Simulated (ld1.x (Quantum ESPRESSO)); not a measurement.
**Wu–Cohen TM dataset for Ag, scalar-relativistic all-electron reference.**

- Element: silver (Ag)
- Generator: ld1.x (Quantum ESPRESSO) 7.5
- Type: norm-conserving Troullier–Martins (Kleinman–Bylander form)
- Functional: Wu–Cohen
- Relativity: scalar-relativistic
- Frozen core: [Ar] 3d10
- Valence charge: 19
- Reference configuration: 4s2 4p6 4d10 5s0 5p0 (charge +1)
- Partial waves: 4s (bound): rc 1.15 bohr; 4p (bound): rc 1.75 bohr; 4d (bound): rc 1.10 bohr
- Local potential: all-electron potential smoothed inside 1.00 bohr (lloc = -2)
- Core correction: Bessel-smoothed model core inside 0.65 bohr

All-electron outer shells of the reference configuration (Wu–Cohen, scalar-relativistic, ld1.x):

```
shell  level (eV)  outermost node (bohr)  outermost maximum (bohr)
   3d     -366.66                      –                      0.27
   4s     -103.24                   0.44                      0.82
   4p      -66.81                   0.44                      0.87
   4d      -15.65                   0.43                      1.04
   5s      -11.23                   1.11                      2.34
   5p       -6.17                   1.24                      3.08
```

(1) Estimate the cutoffs (Ry, on a coarse ladder) from which the occupation-weighted sum of valence levels, in a spherical-Bessel basis at the reference potential, stays within 10 and 1 mRy of its value at 400 Ry.

(2) Does the potential have ghost states?

(3) Which valence shell sets the plane-wave cutoff?

(4) Tests: 4s2 4p6 4d10 5s1 5p0; 4s2 4p6 4d9 5s0 5p0; 4s2 4p6 4d8 5s0 5p0; 4s2 4p6 4d7 5s0 5p0; 4s2 4p6 4d9 5s2 5p0; 4s2 4p6 4d10 5s0.5 5p0; 4s2 4p5 4d10 5s1 5p0. Which has the largest error in its energy relative to the reference configuration, and how large is it?

## Answers

(1) 110 Ry and 200 Ry.

(2) No extra level below or beside the all-electron valence levels (s, p, d, f tested).

(3) 4s: its level needs 180 Ry to come within 1 mRy, against 90 Ry for 4d.

(4) 4s2 4p6 4d9 5s2 5p0, with +659 meV (all-electron minus pseudo) on -3.68 eV.
